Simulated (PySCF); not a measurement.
Species: 5-hexen-2-one, C6H10O.
Z-matrix (Å and degrees, PBE0-D3(BJ)/def2-SVP geometry), rows numbered from 1:
```
C 
C   1  1.3336
C   2  1.4948  1  125.15
C   3  1.5222  2  112.68  1  -117.97
C   4  1.5150  3  113.31  2  -178.57
C   5  1.5095  4  116.60  3  -177.48
O   5  1.2075  4  121.52  3     2.58
H   1  1.0952  2  121.24  3    -0.72
H   1  1.0931  2  121.66  3   179.75
H   2  1.0986  1  118.74  3  -179.30
H   3  1.1034  2  110.11  1   121.09
H   3  1.1009  2  110.47  1     4.69
H   4  1.1058  3  111.23  2   -57.01
H   4  1.1047  3  110.96  2    59.09
H   6  1.1015  5  110.35  4    59.53
H   6  1.1015  5  110.44  4   -58.37
H   6  1.0970  5  109.74  4  -179.47
```

Linear response at CAM-B3LYP/def2-SVPD (PySCF, frozen core in the response, non-relativistic).

Static isotropic polarisability: 77.17 au (11.43 Å³), principal values 63.4, 71.2, 96.9 au.

Problem. What is the polarisability at 1064 nm and at the sodium D line?

Solution. 77.82 au at 1064 nm (+0.8 %), 79.36 au at 589.3 nm (+2.8 %). The rise at 589.3 nm is 3.37 times that at 1064 nm; a pure ω² law gives 3.26. The lowest singlet lies at 274 nm, shorter than both wavelengths.

Problem. What is the isotropic C6 coefficient between two such molecules, C6 = (3/π)∫α(iω)² dω?

Solution. 2493 au (Eh·bohr⁶) by a ten-point quadrature over imaginary frequencies, which is 1490 eV·Å⁶ or 144 J·nm⁶/mol.

Problem. Which effective excitation energy ω̄ makes London's formula C6 = (3/4)α²ω̄ exact here?

Solution. ω̄ = 4·C6/(3α²) = 0.558 Eh = 15.2 eV. A one-pole form α(ω) = α/(1 − ω²/ω̄²) fitted to the 1064 nm value gives 12.7 eV.

Problem. What n − 1 at the D line would an ideal gas of it have at 273.15 K and 1 atm (2.6868 × 10¹⁹ cm⁻³), by n − 1 = 2π·N·α′?

Solution. 19.85 × 10⁻⁴, a formal value whether or not that pressure can be reached.

Problem. How many electrons N does the Slater–Kirkwood formula C6 = (3/4)·√N·α^(3/2) need to give this C6?

Solution. N = (4·C6/3)²/α³ = 24.1; the species has 54 electrons in all.

Problem. What molar refraction at the D line follows from R = (4π/3)·N_A·α′, with α′ the polarisability volume?

Solution. α′ = 11.76 Å³ gives R = 29.67 cm³/mol, for isolated, non-vibrating species.

Problem. How anisotropic is the static polarisability, by Δα² = ½[(α1 − α2)² + (α2 − α3)² + (α3 − α1)²]?

Solution. Δα = 30.3 au, or 0.39 of the isotropic value.

Problem. What three-body coefficient follows from the one-pole estimate C9 = (3/4)·α·C6?

Solution. 144000 au. This is an estimate from the two numbers above, not a computed integral.

Problem. The lowest 6 singlets have (eV, f): 4.53, 0.000; 6.95, 0.046; 7.22, 0.004; 7.32, 0.056; 7.40, 0.462; 7.82, 0.003. What share of the static polarisability do they carry in the sum over states α = Σ f/ω²?

Solution. 7.82 au, 10.1 % of α; the largest term, 6.25 au, is that of the state at 7.40 eV. Their oscillator strengths add up to 0.57. Higher states carry the rest.

One conformer stands for the species.
